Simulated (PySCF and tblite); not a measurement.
5,5-difluoro-1,3-dioxane, C₄H₆F₂O₂, numbered as in [F:1][C:2]1([F:3])[CH2:4][O:5][CH2:6][O:7][CH2:8]1.

Search: ETKDG and KDG, MMFF94s, GFN2-xTB, 90 starts; geometries at PBE0-D3(BJ)/def2-SVP. Free energies are PBE0-D3(BJ)/def2-TZVP (IEF-PCM, chloroform) single points with GFN2-xTB rigid-rotor and vibrational terms (modes under about 100 cm⁻¹ blended into free rotors). Symmetry numbers and mirror images are counted. Conformers within 3 kcal/mol (GFN2-xTB free energy) were kept, 8 at most. Couplings: B3LYP/pcSseg-1 with pcJ-1 on H, F (gas phase; spin-dipole term only for pairs with B, N, F, Si or P). Couplings are for ¹⁹F, ¹H; a prime marks the second kind of pair between the same two sets of atoms. Programs: PySCF with density fitting and tblite.

The 6-ring runs over atoms 2–4–5–6–7–8. Of a mirror pair one member is shown.

| conformer | shape | weight % |
| --- | --- | --- |
| 1 | 6-ring chair (F1 axial) | 99.6 |
| 2 | 6-ring twist-boat (ring torsions 67, -34, -34, 67, -31, -31°) | 0.4 |

Problem. Give the couplings in each conformer and the averages at 298.15 K (pairs that fast motion interchanges averaged).

Solution. 
```json
{"coupling": "³J(F1,H4)", "pairs": "4", "1": "14.9", "2": "12.2", "average (Hz)": "14.9"}
{"coupling": "³J(F1,H4′)", "pairs": "4", "1": "7.5", "2": "14.5", "average (Hz)": "7.5"}
{"coupling": "⁵J(F1,H6)", "pairs": "2", "1": "2.2", "2": "-0.2", "average (Hz)": "2.2"}
{"coupling": "²J(H4,H4)", "pairs": "2", "1": "-13.3", "2": "-13.8", "average (Hz)": "-13.3"}
{"coupling": "⁴J(H4,H6)", "pairs": "4", "1": "-0.9", "2": "-0.8", "average (Hz)": "-0.9"}
{"coupling": "⁴J(H4,H8)", "pairs": "2", "1": "1.9", "2": "-0.2", "average (Hz)": "1.9"}
{"coupling": "²J(H6,H6)", "pairs": "1", "1": "-8.2", "2": "-4.0", "average (Hz)": "-8.1"}
```

Computed couplings to fluorine can be off by tens of per cent at such levels.

F–F couplings are left out: such levels miss them by tens of Hz and can give the wrong sign.
